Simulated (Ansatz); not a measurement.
A short molecular-dynamics run on InF3.

```yaml
crystal:
  periodic: [false, false, false]
  atoms:
    - {symbol: In, position_ang: [-0.000273, -0.000514, -0.000024]}
    - {symbol: F, position_ang: [1.917867, -0.026972, 0.012969]}
    - {symbol: F, position_ang: [-0.934105, 1.675105, -0.017432]}
    - {symbol: F, position_ang: [-0.983489, -1.647619, 0.004487]}
basis:
  gaussian: {orbitals: def2-SVP}
magnetization: {spin_polarized: true, initial_magnetization: 0}
hamiltonian: {xc: {name: r2SCAN}, dispersion: d4}
md: {timestep: 1 fs, n_steps: 15, ensemble: nvt_langevin, temperature: 700, initial_velocities: maxwell_boltzmann, friction: 0.01, seed: 442}
scf: {omitted_lower_state_checks: [starts]}
```

```sh
$ ansatz run in.yaml --threads 4 --pin off --events-out ev --progress --plain --max-ram 3916MiB
```

```csv
step,time (fs),potential energy (eV),kinetic (eV),T (K)
0,0.0,-13317.9634,0.2714,525
1,1.0,-13317.9571,0.2974,575
2,2.0,-13317.9497,0.2784,538
3,3.0,-13317.9419,0.2294,444
4,4.0,-13317.9356,0.1751,339
5,5.0,-13317.9310,0.1572,304
6,6.0,-13317.9272,0.1399,270
7,7.0,-13317.9235,0.1507,291
8,8.0,-13317.9189,0.1681,325
9,9.0,-13317.9142,0.1849,358
10,10.0,-13317.9115,0.1548,299
11,11.0,-13317.9116,0.1628,315
12,12.0,-13317.9121,0.1772,343
13,13.0,-13317.9118,0.2035,394
14,14.0,-13317.9134,0.2102,406
15,15.0,-13317.9175,0.1950,377
```

Velocities are drawn at the set temperature; a run this short doesn't reach equilibrium. Under Langevin dynamics the printed temperature counts 3N degrees of freedom, so it starts below the set value.

In the def2 sets In takes a core potential; there is no spin–orbit coupling.

Frames (Å, forces in eV/Å):

```xyz
4
time=0.0 fs
In    0.000   -0.001    0.000    0.004    0.002    0.000
F     1.918   -0.027    0.013    0.534   -0.008    0.004
F    -0.934    1.675   -0.017   -0.262    0.466   -0.005
F    -0.983   -1.648    0.004   -0.276   -0.460    0.001
4
time=1.0 fs
In    0.000   -0.001    0.000    0.074    0.139   -0.001
F     1.916   -0.034    0.006    0.582   -0.008    0.002
F    -0.932    1.674   -0.019   -0.276    0.502   -0.006
F    -0.986   -1.637    0.013   -0.380   -0.632    0.005
4
time=2.0 fs
In    0.001   -0.001   -0.001    0.140    0.239   -0.003
F     1.915   -0.041   -0.002    0.632   -0.009   -0.001
F    -0.930    1.673   -0.020   -0.298    0.553   -0.006
F    -0.990   -1.628    0.020   -0.473   -0.784    0.010
4
time=3.0 fs
In    0.001   -0.001   -0.001    0.215    0.310   -0.006
F     1.914   -0.047   -0.010    0.670   -0.010   -0.003
F    -0.928    1.671   -0.021   -0.328    0.617   -0.007
F    -0.994   -1.619    0.027   -0.557   -0.918    0.016
4
time=4.0 fs
In    0.001   -0.001   -0.002    0.294    0.381   -0.010
F     1.913   -0.054   -0.018    0.679   -0.010   -0.005
F    -0.926    1.671   -0.023   -0.345    0.657   -0.008
F    -0.997   -1.612    0.033   -0.628   -1.028    0.023
4
time=5.0 fs
In    0.000   -0.001   -0.003    0.363    0.458   -0.013
F     1.913   -0.060   -0.024    0.672   -0.010   -0.008
F    -0.923    1.672   -0.024   -0.348    0.670   -0.009
F    -0.999   -1.606    0.039   -0.687   -1.118    0.029
4
time=6.0 fs
In    0.000   -0.001   -0.003    0.417    0.533   -0.017
F     1.912   -0.066   -0.029    0.666   -0.010   -0.010
F    -0.920    1.674   -0.025   -0.346    0.671   -0.010
F    -1.001   -1.602    0.047   -0.738   -1.194    0.036
4
time=7.0 fs
In   -0.001   -0.002   -0.003    0.467    0.623   -0.022
F     1.912   -0.071   -0.034    0.657   -0.009   -0.012
F    -0.917    1.676   -0.026   -0.335    0.657   -0.010
F    -1.003   -1.598    0.054   -0.790   -1.271    0.044
4
time=8.0 fs
In   -0.003   -0.003   -0.003    0.516    0.741   -0.027
F     1.910   -0.077   -0.038    0.654   -0.009   -0.014
F    -0.915    1.678   -0.027   -0.318    0.632   -0.011
F    -1.005   -1.594    0.061   -0.852   -1.364    0.053
4
time=9.0 fs
In   -0.004   -0.004   -0.003    0.564    0.882   -0.034
F     1.909   -0.083   -0.043    0.647   -0.009   -0.017
F    -0.913    1.681   -0.027   -0.291    0.589   -0.012
F    -1.008   -1.590    0.069   -0.919   -1.462    0.063
4
time=10.0 fs
In   -0.004   -0.006   -0.003    0.574    1.015   -0.040
F     1.908   -0.090   -0.047    0.645   -0.008   -0.020
F    -0.911    1.684   -0.027   -0.252    0.521   -0.012
F    -1.011   -1.587    0.076   -0.967   -1.527    0.072
4
time=11.0 fs
In   -0.004   -0.007   -0.003    0.540    1.124   -0.044
F     1.908   -0.096   -0.052    0.650   -0.008   -0.023
F    -0.910    1.688   -0.026   -0.203    0.432   -0.012
F    -1.014   -1.584    0.084   -0.987   -1.548    0.080
4
time=12.0 fs
In   -0.004   -0.008   -0.003    0.498    1.227   -0.047
F     1.907   -0.104   -0.056    0.654   -0.008   -0.026
F    -0.909    1.691   -0.026   -0.151    0.339   -0.013
F    -1.016   -1.582    0.092   -1.001   -1.558    0.086
4
time=13.0 fs
In   -0.003   -0.010   -0.004    0.467    1.316   -0.049
F     1.907   -0.112   -0.059    0.656   -0.007   -0.030
F    -0.908    1.694   -0.026   -0.108    0.262   -0.015
F    -1.019   -1.580    0.101   -1.016   -1.571    0.094
4
time=14.0 fs
In   -0.002   -0.011   -0.005    0.432    1.387   -0.050
F     1.908   -0.121   -0.061    0.639   -0.005   -0.033
F    -0.909    1.696   -0.026   -0.058    0.176   -0.017
F    -1.022   -1.579    0.110   -1.013   -1.558    0.100
4
time=15.0 fs
In   -0.002   -0.013   -0.005    0.399    1.432   -0.050
F     1.910   -0.130   -0.064    0.594   -0.002   -0.035
F    -0.910    1.698   -0.026   -0.005    0.081   -0.018
F    -1.025   -1.580    0.118   -0.988   -1.511    0.103
```

It took 22 s on 4 threads of Arm Neoverse V2 on a shared host.
